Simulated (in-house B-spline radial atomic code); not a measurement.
Results of a calculation; reference values are marked as such.
# Weak and strong correlation along the adiabatic connection

Two-electron singlets in several external potentials (atomic units), by full CI in B-splines with partial waves to l = 8 (correlation energies up to 0.6 % small). The repulsion is scaled by λ at fixed density; W(λ) is the mean repulsion less the Hartree energy, W(0) = E_x, and the area under W from 0 to 1 is E_xc.

One system gave this curve:

```csv
λ,W (hartree)
0,-0.66352
0.02,-0.66553
0.05,-0.66847
0.12,-0.67511
0.25,-0.6866
0.4,-0.69863
0.6,-0.7129
0.8,-0.72544
1,-0.73651
1.4,-0.75514
2,-0.7766
3,-0.80154
4.5,-0.82529
7,-0.84846
10,-0.86474
```

Q: Which system is it?
A. ω²r²/2, ω = 0.801
B. ω²r²/2 − Z/r, ω = 4.46, Z = 1.5
C. ω²r²/2 − Z/r, ω = 1.94, Z = 0.3
D. −Z exp(−kr)/r, Z = 8.62, k = 3.52

A: A. The exchange energy sets the size: ω²r²/2, ω = 0.801: E_x = -0.664, E_c = -0.0405; −Z exp(−kr)/r, Z = 8.62, k = 3.52: E_x = -4.53, E_c = -0.0466; ω²r²/2 − Z/r, ω = 4.46, Z = 1.5: E_x = -1.92, E_c = -0.0435; ω²r²/2 − Z/r, ω = 1.94, Z = 0.3: E_x = -1.11, E_c = -0.0428 hartree.
